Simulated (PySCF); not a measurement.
2,2,2-trifluoroacetaldehyde (C2HF3O), SMILES C(F)(F)(F)C=O.

Coordinates come from a PBE-D3(BJ)/def2-SVP optimisation.

Level of theory: PBE/def2-TZVP in PySCF.

Symmetry labels are those of the subgroup Cs that the program uses (full group Cs).

Task: List the valence orbital energies around the gap with their symmetry. (The exact figures need the calculation; the answer reports its results.)

Result: 
```
orbital  symmetry  energy (eV)
-------  --------  -----------
HOMO−7         A"       -11.70
HOMO−6         A'       -11.67
HOMO−5         A"       -11.18
HOMO−4         A'       -10.69
HOMO−3         A'       -10.46
HOMO−2         A"       -10.44
HOMO−1         A"       -10.17
HOMO           A'        -7.07
LUMO           A"        -3.43
LUMO+1         A'         0.75
LUMO+2         A'         1.39
LUMO+3         A'         2.09
```
